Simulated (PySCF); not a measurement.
Correlation energy of As²⁺ (arsenic, charge +2)

[Ar] 3d10 4s1 4p2, high-spin 4P determinant (an excited configuration). All numbers are calculated (PySCF 2.14, scalar relativity by spin-free X2C-1e, in x2c-TZVPPall). Frozen: [Ar] 3d10; 3 electrons correlated.

```tsv
level	correlation energy (mhartree)
CCSD	-12.18
(T)	-0.05
CCSD(T)	-12.23
CCSDT	-12.25
```

Diagnostics: T1 = 0.0017, D1 = 0.0037, largest double amplitude 0.048.

Cost of the coupled-cluster step: of the order of 0.5 core-seconds, for 3 correlated electrons.
